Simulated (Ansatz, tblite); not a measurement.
Cost and result up the ladder for GeHF₃ (5 atoms). The state is a singlet with charge 0. Geometry: PBE0-D4/def2-TZVP.

Cartesian coordinates in Å:
```
Ge 0.009 -0.056 -0.066
H 0.171 -1.031 -1.215
F -1.100 1.192 -0.424
F 1.478 0.709 0.350
F -0.559 -0.814 1.355
```

Ansatz on 2 threads of AMD EPYC 7R13 on a shared host; xTB runs through tblite on one thread. Times are rough, summed over both states, and most runs start from the orbitals of an earlier one. PBE0-D4/def2-TZVP serves as the yardstick here, not as an exact answer. The other state is a triplet.

The xTB rows come from tblite.

xTB has no spin-polarisation term.

| level | functions | vertical triplet (eV) | difference from PBE0-D4/def2-TZVP (eV) |
| --- | --- | --- | --- |
| GFN2-xTB | 22 | 9.11 | 0.88 |
| r2SCAN-D4/def2-TZVP (with forces) | 147 | 7.95 | -0.29 |
| PBE-D4/def2-TZVP | 147 | 7.54 | -0.70 |
| PBE0-D4/def2-TZVP | 147 | 8.24 | 0.00 |
| GFN1-xTB | 23 | 7.69 | -0.55 |

Q: Estimate how long each takes.

A: GFN2-xTB 0.004 s; GFN1-xTB 0.007 s; PBE-D4/def2-TZVP 3.3 s; PBE0-D4/def2-TZVP 5 s; r2SCAN-D4/def2-TZVP (with forces) 7.1 s. On shared hardware such times vary by a factor of up to 3.
